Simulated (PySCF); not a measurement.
## BeO at RHF-MP2

Computed with RHF-MP2; PySCF, no relativity, basis sets Be pcseg-2, O pcseg-2.

* state: ¹Σ⁺ (singlet), closed shell
* bond length: 1.348 Å
* harmonic wavenumber: 1394 cm⁻¹
* force constant: 6.60 mdyn/Å
* rotational constant Be: 1.609 cm⁻¹
* anharmonicity ωexe: 10.3 cm⁻¹
* vibration–rotation constant αe: 0.0200 cm⁻¹
* well depth De to Be + O: 5.16 eV
* dissociation energy D0: 5.08 eV

Correlated steps freeze 1 core orbital. Where the molecule has an RHF reference, its open-shell atoms are computed with UHF.
